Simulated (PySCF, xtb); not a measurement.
BrH2InO2, SMILES [Br][In]([OH])[OH].

GFN2-xTB (xtb) at its own geometry gives an orbital gap of 2.97 eV and a dipole moment of 2.89 D.

The structure is a stationary point at B3LYP-D3(BJ)/def2-SVP. The def2 effective core potentials stand for the cores of In; spin–orbit coupling is left out. One conformer was computed; it need not be the lowest.

What does HF/def2-TZVP (PySCF) give? (An estimate is asked for; the answer gives what the named calculation found.)

gap 12.39 eV (levels -11.59 and 0.80 eV), dipole 1.53 D.
